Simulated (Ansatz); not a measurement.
H8OSSi3, SMILES `[SiH3][SiH2]O[SiH2]S`. The species carries charge 0 and has multiplicity 1.

Z-matrix (Å, degrees):
```
Si
Si 1 2.346
H 1 1.488 2 110.8
H 1 1.488 2 110.6 3 120.5
H 1 1.489 2 109.2 3 -120.0
O 2 1.650 1 111.7 3 -59.7
H 2 1.489 1 109.9 3 62.2
H 2 1.486 1 110.4 3 -178.5
Si 6 1.632 2 139.2 1 46.6
S 9 2.131 6 112.6 2 36.6
H 9 1.482 6 110.5 2 -79.2
H 9 1.479 6 107.1 2 158.7
H 10 1.344 9 94.6 6 70.7
```

Q: Give the diagnostics of a CCSD(T)/def2-TZVPP run (frozen core, the Gaussian-basis code of Ansatz). (Estimate.)

A: Ansatz gave: T1 = 0.0125, largest single amplitude 0.014, largest double 0.021, (T) share of the correlation energy 3.6 %, 9 CCSD cycles. The RHF solution is stable towards an unrestricted one. T1 lies under the customary mark of 0.02 for closed shells.
